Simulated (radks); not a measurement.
Results of a calculation; reference values are marked as such.
Task: These are the eigenvalues of the occupied orbitals of an atom or ion with whole-number occupations (eV). Level of theory: scalar-relativistic Kohn-Sham, PBE, spin-polarised, spherical densities, point nucleus (a radial shooting solver on a logarithmic mesh with Libxc functionals).

1s up: -19826.17
1s down: -19826.16
2s up: -2803.527
2s down: -2803.085
2p up: -2506.595
2p down: -2506.259
3s up: -480.3089
3s down: -480.0572
3p up: -383.0359
3p down: -382.7530
3d up: -224.8558
3d down: -224.4287
4s up: -68.9907
4s down: -66.5092
4p up: -43.1056
4p down: -40.3469
4d up: -7.7373
5s up: -6.3296
5p up: -2.4339

Which element is it, and in what charge state? The configuration may be excited. Open shells, if any, are filled with parallel spins first.

Result: Z = 42, molybdenum, charge 0: Mo in [Kr] 4d4 5s1 5p1. The list shows which subshells hold electrons but not how many an open one holds; the 1s level, -728.6 hartree, gives Z - s = 38.2 by -(Z - s)^2/2, which with screening and relativity narrows Z to a few neighbours, and the depths of the outer levels then fix element, charge and occupations together.
